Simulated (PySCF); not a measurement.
A geometry optimisation on `O=C(O)C1=CO[C]=C1` [radical].

Computed with PBE0-D3(BJ)/def2-SVP geometry optimisation, gas phase (PySCF 2.14.0). Start geometry: GFN2-xTB. A driver script takes a list of jobs; this job's settings line and coordinates (Å) are shown.

Input:
```
{"job": {"xc": "PBE0", "basis": "def2-SVP", "d3": "d3bj", "grid": 1, "kind": "geom"}, "charge": 0, "multiplicity": 2}
O      1.856490    -1.320700    -0.201710
C      1.304610    -0.266530    -0.006780
O      1.964280     0.867030     0.251640
C     -0.147460    -0.096700    -0.029840
C     -0.890380     1.113690     0.187630
C     -2.171260     0.716060     0.055210
O     -2.306310    -0.576470    -0.212950
C     -1.071800    -1.086840    -0.270210
H      2.920470     0.703980     0.254370
H     -0.497520     2.083050     0.399670
H     -0.950270    -2.131230    -0.478960
```

Output:
```
step   0  E = -417.14920561  max force = 0.017746
step   1  E = -417.15038761  max force = 0.006534
step   2  E = -417.15024355  max force = 0.006432
step   3  E = -417.15051913  max force = 0.002236
step   4  E = -417.15054987  max force = 0.002626
step   5  E = -417.15057610  max force = 0.000951
step   6  E = -417.15057956  max force = 0.000485
step   7  E = -417.15058027  max force = 0.000187
optimisation converged
```

Energies in Eh; «max force» is the largest Cartesian gradient component in Eh/bohr.

Question: How much energy does the optimisation release, in eV?

Answer: E(step 0) − E(last step) = 0.001375 Eh, which is 0.037 eV.

Question: Give the first gradient maximum in eV/Å.

Answer: With 1 Eh/bohr = 51.422 eV/Å, 0.913 eV/Å.

Main results: final energy -417.15058 Eh after 7 steps; dipole 1.19 D.

Question: Give the final coordinates.

Answer: 0.028 Å rms from the input after alignment:
```
atom  x, y, z in Å
O1     1.8760   -1.3104   -0.1897
C2     1.3133   -0.2609   -0.0051
O3     1.9635    0.8826    0.2446
C4    -0.1458   -0.0800   -0.0260
C5    -0.9134    1.1235    0.1887
C6    -2.1918    0.6978    0.0511
O7    -2.2987   -0.5969   -0.2175
C8    -1.0393   -1.0882   -0.2667
H9     2.9083    0.6659    0.2397
H10   -0.5404    2.1194    0.4069
H11   -0.9210   -2.1474   -0.4780
```

Question: Estimate the wall time. Hardware: one thread of an x86-64 server, on a shared host.

Answer: About 51 s.
Labels such as C1 count atoms from 1, the log's own numbers from 0.
